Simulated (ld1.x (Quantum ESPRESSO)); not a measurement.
**Ranking TM potentials for oxygen (O)**

All share these settings but for the change named:

ld1.x (Quantum ESPRESSO) 7.5 input, shortened:

```
&input
   title='O', zed=8., rel=0, dft='WC', iswitch=3,
   config='[He] 2s1 2p5'
 /
 &inputp
   pseudotype=2, tm=.true., lloc=0,
   nlcc=.true.
 /
2
2P  2  1   5.00   0.00  2.05  2.05  0.0
2S  1  0   1.00   0.00  0.90  0.90  0.0
 &test
   configts(1)='2s1 2p5'
 /
```

Cutoff: the first of the cutoffs (Ry, on a coarse ladder) from which the occupation-weighted sum of valence levels, in a spherical-Bessel basis at the reference potential, stays within 10 and 1 mRy of its value at 400 Ry; the density cutoff is not measured.

The base gives 60 Ry.

Of 12 variants that were run, those that failed, showed a ghost or another fault, or gave nearly equal values are left out.

A variant can come out equal or close to the base.

**Question.** Rank these variants from softest to hardest (loose cutoff).
A. reference 2s2 2p4
B. type PAW; waves now 2s (bound): rcut 0.80, rcutus 0.90 bohr; 2s channel at -1.2 Ry: rcut 0.80, rcutus 0.90 bohr; 2p (bound): rcut 1.80, rcutus 2.05 bohr; 2p channel at -0.15 Ry: rcut 1.80, rcutus 2.05 bohr; local potential all-electron potential smoothed inside 0.75 bohr (lloc = -1); augmentation PSQ, inside the norm-conserving radii
C. functional PBE

**Answer.** B (18 Ry), C (60 Ry), A (70 Ry).
